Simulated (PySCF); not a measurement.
C₃H₄BF₃, SMILES C/C(F)=C\B(F)F. Heavy atoms are numbered as in [CH3:1]/[C:2]([F:3])=[CH:4]\[B:5]([F:6])[F:7]. Hydrogens are named by the atom that carries them.

The structure is a stationary point at PBE-D3(BJ)/def2-SVP. The structure was generated by enumeration; whether it is a known compound was not checked. One conformer was computed; it need not be the lowest.

Level of theory: HF/def2-TZVP (PySCF).

Atomic charges (e), one atom of each kind:

```
atom      meta-Löwdin  Löwdin
--------  -----------  ------
C1 (CH3)        -0.30     [?]
C2               0.45   -0.19
F3              -0.32    0.14
C4 (CH)         -0.37   -0.11
B5               0.77   -0.72
F6              -0.36     [?]
H on C1          0.12     [?]
H on C4          0.13     [?]
```

Problem. What belongs in the gaps? (An estimate is asked for; the answer gives what the named calculation found.)

Solution. 
- C1 (CH3), Löwdin: -0.23
- F6, Löwdin: 0.27
- H on C1, Löwdin: 0.14
- H on C4, Löwdin: 0.17

Computed Mayer and Wiberg (Löwdin basis) orders of the bonds:
```csv
bond,Mayer,Wiberg
C1–C2,0.97,1.26
C2–F3,0.94,1.65
C2–C4,1.81,1.85
C4–B5,1.07,1.26
B5–F6,1.07,1.99
B5–F7,1.03,1.96
```
